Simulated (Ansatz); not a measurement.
`O[SiH2]N[SiH](O)Cl` + `N=C=O` → `O=C=N[SiH2]O` + `N[SiH](O)Cl`  (ligand exchange at the Si–N bond)

Computed with Ansatz on PBE0-D4/def2-TZVP structures; ΔE is electronic, products minus reactants. CCSD(T)/CBS is the MP2 limit (def2-TZVPP, def2-QZVPP) plus CCSD(T) − MP2 in def2-TZVPP, frozen cores. This one scheme is used for every species. DFT in def2-TZVPP. B3LYP here is the variant with VWN-RPA as its local correlation; programs differ in this. Each species was taken in one conformer, which may not be the lowest.

`O[SiH2]N[SiH](O)Cl`:

Z-matrix (Å, degrees):
```
Si
N 1 1.733
O 1 1.638 2 106.9
H 1 1.482 2 113.1 3 116.3
H 1 1.489 2 108.7 3 -122.6
Si 2 1.705 1 124.2 3 -4.5
H 2 1.010 1 118.8 3 171.7
H 3 0.962 1 117.4 2 -43.3
O 6 1.644 2 111.6 1 49.7
Cl 6 2.056 2 106.6 1 170.2
H 6 1.470 2 114.9 1 -68.9
H 9 0.960 6 117.0 2 73.9
```

`N=C=O`:

Cartesian coordinates in Å:
```
N -0.173 -0.723 -0.182
C -0.098 0.389 0.285
O -0.131 1.419 0.818
H 0.402 -1.084 -0.921
```

`O=C=N[SiH2]O`:

```xyz
8

O    -2.514    1.599    1.193
C    -1.659    0.891    0.843
N    -0.812    0.132    0.479
Si    0.725   -0.482    0.044
O     1.197    0.059   -1.424
H     1.734    0.011    1.002
H     0.595   -1.956    0.066
H     0.733   -0.253   -2.202
```

`N[SiH](O)Cl`:

```xyz
8

N     0.214   -0.189   -1.172
Si    0.002    0.392    0.411
O    -1.148   -0.454    1.200
Cl    1.858    0.207    1.280
H     1.117   -0.160   -1.614
H    -0.540   -0.181   -1.840
H    -0.424    1.795    0.568
H    -1.078   -1.410    1.168
```

CCSD(T)/CBS gives -32.4 kJ/mol.

Question: Another level gave -31.1 kJ/mol. Which?
A. B3LYP/def2-TZVPP
B. r2SCAN-D4/def2-TZVPP
C. HF/def2-TZVPP
D. PBE0/def2-TZVPP

Answer: B. r2SCAN-D4 -31.1, HF/def2-TZVPP -51.3, PBE0 -36.7, B3LYP -41.8 kJ/mol.

Largest T1 diagnostic among the species: 0.018.

The D4 term adds +9.1 kJ/mol with B3LYP and +5.1 kJ/mol with PBE0; it sums over pairs of atoms, weighted by their polarisabilities, and B3LYP, whose exchange is more repulsive, gets the larger term. In def2-TZVPP, CCSD(T) changes the Hartree–Fock value by +20.0 kJ/mol (the triples alone add +3.4 kJ/mol) and MP2 by +17.0 kJ/mol.
